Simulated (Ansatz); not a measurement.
Relaxation of CH$_{4}$NPSi (8 atoms, charge 0, multiplicity 1), to a largest force component of 0.015 eV/Å in at most 40 steps.

All numbers below come from RKS PBE-D4/def2-SVP (Ansatz).

```xyz
8
Properties=species:S:1:pos:R:3
N 2.111 -0.622 2.159
C 1.313 -0.121 1.382
Si 0.094 0.623 0.129
P -1.313 -0.882 -0.479
H 0.820 1.047 -1.119
H -0.612 1.806 0.689
H -1.744 -1.339 0.757
H -0.362 -1.929 -0.700
```

Q: Where does it end, and by what steps?

A: The run converged. After 6 steps the energy has fallen by 0.310 eV; P4 moved furthest, 0.13 Å.

```json
{"step": "0", "energy less start (eV)": "0.0000", "largest force component (eV/Å)": "3.008", "accepted": "yes"}
{"step": "1", "energy less start (eV)": "-0.2874", "largest force component (eV/Å)": "0.555", "accepted": "yes"}
{"step": "2", "energy less start (eV)": "-0.3040", "largest force component (eV/Å)": "0.266", "accepted": "yes"}
{"step": "3", "energy less start (eV)": "-0.3085", "largest force component (eV/Å)": "0.124", "accepted": "yes"}
{"step": "4", "energy less start (eV)": "-0.3093", "largest force component (eV/Å)": "0.027", "accepted": "yes"}
{"step": "5", "energy less start (eV)": "-0.3098", "largest force component (eV/Å)": "0.018", "accepted": "yes"}
{"step": "6", "energy less start (eV)": "-0.3098", "largest force component (eV/Å)": "0.004", "accepted": "yes"}
```

```xyz
8
Properties=species:S:1:pos:R:3
N 2.043 -0.562 2.141
C 1.313 -0.081 1.356
Si 0.115 0.610 0.107
P -1.419 -0.937 -0.543
H 0.917 1.062 -1.076
H -0.577 1.775 0.749
H -1.677 -1.339 0.816
H -0.408 -1.947 -0.733
```

Time of the run: 17 s on 1 thread of Intel(R) Xeon(R) Platinum 8375C CPU @ 2.90GHz (Ice Lake), with other jobs on the host, peak memory 0.16 GiB.
